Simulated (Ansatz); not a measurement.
BF2H3OSi, SMILES `FB(F)O[SiH3]`, relaxed with RKS PBE0-D4/def2-TZVP in Ansatz 0.2.0 from a PBE-D4/def2-SVP geometry. The force threshold is 0.005 eV/Å; the program also tests the step.

Total charge 0; spin multiplicity 1.

Start:

```xyz
8

F     1.955   -1.916   -0.536
B     1.087   -1.135    0.106
F     0.999   -1.265    1.435
O     0.335   -0.252   -0.586
Si   -0.844    0.897   -0.178
H    -0.286    2.254   -0.483
H    -2.045    0.626   -1.033
H    -1.201    0.791    1.277
```

```
step  energy (eV)  largest force (eV/Å)  largest move (Å)
   1  -16081.4748                 0.557             0.000
   2  -16081.5073                 0.347             0.024
   3  -16081.5148                 0.086             0.012
   4  -16081.5149                 0.081             0.006
   5  -16081.5152                 0.096             0.014
   6  -16081.5155                 0.060             0.005
   7  -16081.5159                 0.005             0.018
   8  -16081.5159                 0.006             0.007
   9  -16081.5159                 0.022             0.020
  10  -16081.5160                 0.028             0.030
  11  -16081.5160                 0.032             0.018
  14  -16081.5161                 0.022             0.018
  17  -16081.5162                 0.074             0.041
  20  -16081.5165                 0.033             0.040
  23  -16081.5167                 0.004             0.020
  26  -16081.5172                 0.047             0.020
  29  -16081.5177                 0.039             0.037
  32  -16081.5185                 0.103             0.045
  35  -16081.5190                 0.023             0.036
  38  -16081.5191                 0.002             0.009
  41  -16081.5193                 0.007             0.011
  44  -16081.5193                 0.012             0.025
  47  -16081.5193                 0.008             0.008
  49  -16081.5194                 0.003             0.002
```

End:

```xyz
8

F     1.693   -2.127   -0.451
B     1.106   -1.075    0.085
F     1.587   -0.624    1.237
O     0.063   -0.495   -0.523
Si   -0.902    0.806   -0.156
H    -0.072    2.032   -0.075
H    -1.886    0.917   -1.254
H    -1.589    0.567    1.136
```

Hardware: 2 threads of a server CPU on a shared host. Wall time 98 s, peak host memory 0.4 GiB.
